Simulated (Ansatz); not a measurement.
Calculated with Ansatz (gas phase, PBE0-D4/def2-TZVP geometries, no zero-point term in ΔE). CCSD(T)/CBS is the MP2 limit (def2-TZVPP, def2-QZVPP) plus CCSD(T) − MP2 in def2-TZVPP, frozen cores. This one scheme is used for every species. Functionals use def2-TZVPP. B3LYP here is the variant with VWN-RPA as its local correlation; programs differ in this. HSE06 is defined as in plane-wave codes. def2 core potentials past Kr. For Sn outer-core shells are correlated without core-valence functions, which leaves a few kJ/mol of doubt a bond.

Consider the substitution at a C–Sn bond: `Cl[CH2][SnH3]` + H–F → `FCCl` + `[SnH4]`.

| level | ΔE (kJ/mol) | difference from CCSD(T)/CBS |
| --- | --- | --- |
| LDA (SPW92) | 37.4 | -29.6 |
| PBE-D4 | 45.2 | -21.8 |
| revPBE-D4 | 47.4 | -19.6 |
| BLYP-D4 | 42.4 | -24.6 |
| r2SCAN-D4 | 42.1 | -24.9 |
| B97M-V | 33.1 | -33.9 |
| PBE0-D4 | 48.3 | -18.7 |
| B3LYP-D4 | 44.3 | -22.7 |
| r2SCANh-D4 | 43.8 | -23.2 |
| r2SCAN0-D4 | 45.9 | -21.1 |
| BHLYP-D4 | 45.2 | -21.8 |
| CAM-B3LYP-D4 | 38.7 | -28.3 |
| ωB97X-V | 42.0 | -25.0 |
| ωB97M-V | 46.3 | -20.7 |
| B2PLYP | 47.0 | -20.0 |
| PBE-QIDH | 54.8 | -12.2 |
| PBE | 40.1 | -26.9 |
| revPBE | 39.7 | -27.3 |
| BLYP | 32.6 | -34.4 |
| r2SCAN | 40.9 | -26.1 |
| B3LYP | 36.0 | -31.0 |
| r2SCANh | 42.4 | -24.6 |
| r2SCAN0 | 44.4 | -22.6 |
| HSE06 | 44.1 | -22.9 |
| BHLYP | 36.5 | -30.5 |
| CAM-B3LYP | 33.8 | -33.2 |
| RPA@PBE/def2-TZVPP | 50.3 | -16.7 |
| HF/def2-SVP | 16.4 | -50.6 |
| MP2/def2-SVP | 41.9 | -25.1 |
| CCSD/def2-SVP | 31.1 | -35.9 |
| CCSD(T)/def2-SVP | 31.5 | -35.5 |
| HF/def2-TZVPP | 28.9 | -38.1 |
| SCS-MP2/def2-TZVPP | 59.2 | -7.8 |
| CCSD/def2-TZVPP | 53.7 | -13.3 |
| CCSD(T)/def2-TZVPP | 56.1 | -10.9 |
| HF/def2-QZVPP | 29.7 | -37.3 |
| MP2/def2-QZVPP | 76.1 | 9.1 |
| SCS-MP2/def2-QZVPP | 65.5 | -1.5 |
| HF/CBS(def2) | 29.8 | -37.2 |
| CCSD/CBS(def2) | 64.5 | -2.5 |
| CCSD(T)/CBS | 67.0 | 0 |

Largest T1 diagnostic among the species: 0.013.

From BLYP to BHLYP (50 % exact exchange), in def2-TZVPP and without D4, ΔE moves by +3.9 kJ/mol. Leaving LDA and LC-ωPBE aside and taking each functional with its dispersion term where it has one, the values spread over 21.7 kJ/mol, from B97M-V to PBE-QIDH.
